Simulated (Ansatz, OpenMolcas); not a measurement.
# A ladder of methods for C3H12AlN (SMILES C[N+](C)(C)[AlH3-])

C3H12AlN, singlet, SMILES `C[N+](C)(C)[AlH3-]`. Each level relaxes the structure for itself.

Each level gives the highest harmonic wavenumber at each level's own minimum (cm⁻¹). The values are calculated.

```json
{"level": "HF/STO-3G", "kind": "Hartree–Fock", "program": "Ansatz", "value (cm⁻¹)": "3763"}
{"level": "HF/3-21G", "kind": "Hartree–Fock", "program": "OpenMolcas", "value (cm⁻¹)": "3320"}
{"level": "HF/6-31G* (Cartesian functions)", "kind": "Hartree–Fock", "program": "OpenMolcas", "value (cm⁻¹)": "3339"}
{"level": "B3LYP/6-31G* (Cartesian functions)", "kind": "global hybrid", "program": "Ansatz", "value (cm⁻¹)": "3172"}
{"level": "MP2/6-31G* (Cartesian functions)", "kind": "perturbation theory", "program": "Ansatz", "value (cm⁻¹)": "3238"}
```

Harmonic and unscaled. The values span 3172 to 3763 cm⁻¹. Without the sets that lack polarisation functions the rows with a basis span only 3172 to 3339 cm⁻¹.
